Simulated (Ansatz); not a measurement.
`CO[SiH](C)Cl` → `[CH2]` (triplet) + `C[SiH](O)Cl` at 298.15 K and 1 bar (formal loss of a carbene).

Gas-phase electronic energies from Ansatz, PBE0-D4/def2-TZVP geometries. CBS: MP2 limit from def2 TZ/QZ plus the TZ coupled-cluster correction, frozen cores. This one scheme is used for every species. Triplets are unrestricted, without spin–orbit coupling. One conformer a species, not always the lowest.

```csv
species,CCSD(T)/CBS energy (Eh),H − E (kJ/mol),S (J/(mol·K))
`CO[SiH](C)Cl`,-904.45266,259.8,366.4
`[CH2]` (triplet),-39.09499,55.4,195.3
`C[SiH](O)Cl`,-865.21254,180.4,327.4
```

H − E and S are ideal-gas, rigid-rotor, harmonic terms from PBE0-D4/def2-TZVP, for one conformer and one mirror image of each species, with the whole ground term of open shells counted as degenerate. 1 Eh = 2625.50 kJ/mol, R = 8.31446 J/(mol·K).

Problem. By hand: ΔE, ΔH, ΔS and ΔG.

Solution. ΔE = (-39.09499) + (-865.21254) − (-904.45266) = 0.14513 Eh = 381.0 kJ/mol. Δ(H − E) = 55.4 + 180.4 − 259.8 = -24.0, so ΔH = 357.0 kJ/mol. ΔS = 195.3 + 327.4 − 366.4 = 156.3 J/(mol·K). ΔG = 357.0 − 298.15 × (156.3)/1000 = 310.4 kJ/mol.

Problem. By hand: the equilibrium constant, and the temperature at which ΔG would vanish if ΔH and ΔS stayed fixed.

Solution. log₁₀ K = −ΔG/(RT ln 10) = -54.4. ΔG = 0 at ΔH/ΔS = 2284 K.

The number of gas molecules changes by +1, which sets the sign of ΔS. A doubt of 5 kJ/mol in ΔE shifts log₁₀ K by 0.9 here. Other conformers and mirror images would add mixing entropy, several J/(mol·K) or more a flexible species. A triplet takes part, so the spin changes. These are equilibria of isolated gas molecules and say nothing of rates. Largest T1 diagnostic: 0.011 (customary marks: 0.02 for closed shells, 0.045 for open ones).
